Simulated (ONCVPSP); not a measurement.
## Configuration tests for P (Z = 15) (ONCV)

```json
{
  "Element": "phosphorus (P)",
  "Generator": "ONCVPSP 4.0.1",
  "Type": "optimised norm-conserving Vanderbilt (ONCV)",
  "Functional": "PBEsol",
  "Relativity": "scalar-relativistic",
  "Frozen core": "[Ne]",
  "Valence charge": "5",
  "Reference configuration": "3s2 3p2 (charge +1)",
  "Partial waves": "3s: rc 1.20 bohr, ncon 3, nbas 8, qcut 4.2 1/bohr, 2 projectors, debl 2 Ha; 3p: rc 1.95 bohr, ncon 4, nbas 8, qcut 4.5 1/bohr, 2 projectors, debl 3.8 Ha; d scattering state at 0.08 Ha: rc 2.00 bohr, ncon 4, nbas 8, qcut 4.8 1/bohr, 2 projectors, debl 2.8 Ha",
  "Local potential": "polynomial inside 1.05 bohr (lpopt 5, dvloc0 6 Ha)",
  "Core correction": "none"
}
```

In the d channel the program set the typed energies aside and used 0.050, 2.850 Ha.

Energies are relative to the spin-unpolarised reference configuration 3s2 3p2; without spin polarisation the order of configurations can differ from experiment.

Q: Give the all-electron excitation energy and the error of the potential for: 3s2 3p3; 3s2 3p1; 3s2 3p0; 3s2 3p2.5.

A:

```
valence configuration  charge  ΔE all-electron (eV)  error AE − PS (meV)
              3s2 3p3       0                -9.698                 +1.3
              3s2 3p1      +2                19.112                 +3.4
              3s2 3p0      +3                48.817                  +31
            3s2 3p2.5    +0.5                -5.938                 +0.7
```

Note: no bound ghost flagged but for a GHOST(-) flag that falls on a real empty level of the atom; GHOST(+) flagged for s at 135.0 eV.
